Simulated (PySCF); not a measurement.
A GIAO shielding run with PySCF 2.14 (density fitting, non-relativistic, gas phase) on SMILES C[SiH2]NC(C)C, C₄H₁₃NSi:

```
$ OMP_NUM_THREADS=1 python probes_run.py task.json out

{"job": {"kind": "nmr", "xc": "PBE0", "basis": "pcSseg-1"}, "charge": 0, "multiplicity": 1}
C      2.417764     1.029599     0.204514
Si     1.744115    -0.480376    -0.723911
N      0.040299    -0.304253    -0.867790
C     -0.863836     0.030889     0.211273
C     -1.287888    -1.205787     1.007803
C     -2.087470     0.754738    -0.350495
H      2.056524     1.956096    -0.231828
H      3.502564     1.047870     0.165437
H      2.132866     1.023554     1.252833
H      2.211573    -0.523907    -2.112184
H      2.206995    -1.690938    -0.014096
H     -0.421286    -0.882464    -1.555391
H     -0.324733     0.711030     0.877707
H     -1.928377    -0.923073     1.839513
H     -1.834310    -1.895295     0.366526
H     -0.410847    -1.717216     1.396989
H     -2.657501     0.087695    -0.995090
H     -1.773953     1.615474    -0.935695
H     -2.732304     1.093492     0.456420
```

Hardware: 1 thread of an Arm Neoverse N1, shared host. The job also computes population analyses, field gradients.

**Question.** How large is the calculation?

**Answer.** 58 electrons, 174 basis functions and 919 auxiliary functions.

**Question.** How long does it take, and how much memory does it need?

**Answer.** 44 s of wall time, with 12 SCF cycles and 4 response iterations; peak memory 0.8 GiB. Times on a shared host scatter by some tens of per cent.
